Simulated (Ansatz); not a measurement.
Breaking a bond: B₂, triplet.

Method: full CI/aug-cc-pVDZ, frozen core (Ansatz, an electronic-structure program).

Question: Relative to R = 1.64 Å, what are the energies at R = 1.19, 1.37, 1.58, 1.72 Å?

Answer: 103.7 kcal/mol at 1.19 Å, 26.1 kcal/mol at 1.37 Å, 0.7 kcal/mol at 1.58 Å, 1.5 kcal/mol at 1.72 Å.

The scan ran from 1.19 to 6.47 Å; beyond the distances shown full CI changes its symmetry label. Also computed but left out beside FCI, since their determinant holds another spin at the minimum (<S²> over 0.7 above the pure value): UHF, UMP2, UCCSD, UCCSD(T), UCCSDT, UCCSDT(Q), UHF/6-31G*, UHF/STO-3G.
